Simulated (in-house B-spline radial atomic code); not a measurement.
Values are calculated unless marked as measured or tabulated.
**Correlation energy from the adiabatic connection: −V exp(−r²/w²), V = 27.6, w = 1.02**

Two electrons in a singlet, external potential −V exp(−r²/w²), V = 27.6, w = 1.02 (atomic units). Full CI in B-splines (partial waves to l = 8, correlation up to 0.6 % small) with the density held fixed gives W(λ) = <V_ee>_λ − U, and E_c is the integral of W(λ) − W(0) from 0 to 1.

```csv
λ,W(λ) − W(0) (hartree)
0,0.00000
0.02,-0.00195
0.05,-0.00485
0.12,-0.01153
0.25,-0.02365
0.4,-0.03717
0.6,-0.05445
0.8,-0.07094
1,-0.08667
```

Question: Integrate the table by the trapezoid rule.

Answer: The strips give -0.00002, -0.00010, -0.00057, -0.00229, -0.00456, -0.00916, -0.01254, -0.01576, which sum to -0.04501 hartree. The direct value, W(1) − W(0) + T_c with T_c = 0.04161, is -0.04506; the curve is convex, so chords lie above it and the trapezoids fall short in size by 0.11 %.

Question: Now use only three numbers: W(0) = -1.9076, the initial slope W'(0) = -0.09753 (extrapolated from the first points) and the strong-coupling limit of the point-charge-plus-continuum model, W∞ = -2.6324. What do second-order theory and the interpolation W(λ) = W∞ + (W(0) − W∞)/√(1 + 2χλ) of Seidl, Perdew and Levy give?

Answer: Second order keeps the slope alone: E_c = W'(0)/2 = -0.04877, +8 % in size against -0.04506. Matching the slope fixes χ = W'(0)/(W∞ − W(0)) = -0.09753/(-0.72480) = 0.13456. Integrating, with s = √(1 + 2χ) = 1.126553, E_c = −(W(0) − W∞)(s − 1)/(s + 1) = −0.72480 × 0.126553/2.126553 = -0.04313 hartree, -4.3 % in size against the full result. At λ = 1 the formula gives W − W(0) = -0.08142 against -0.08667. Part of the miss can come from the model's W∞.
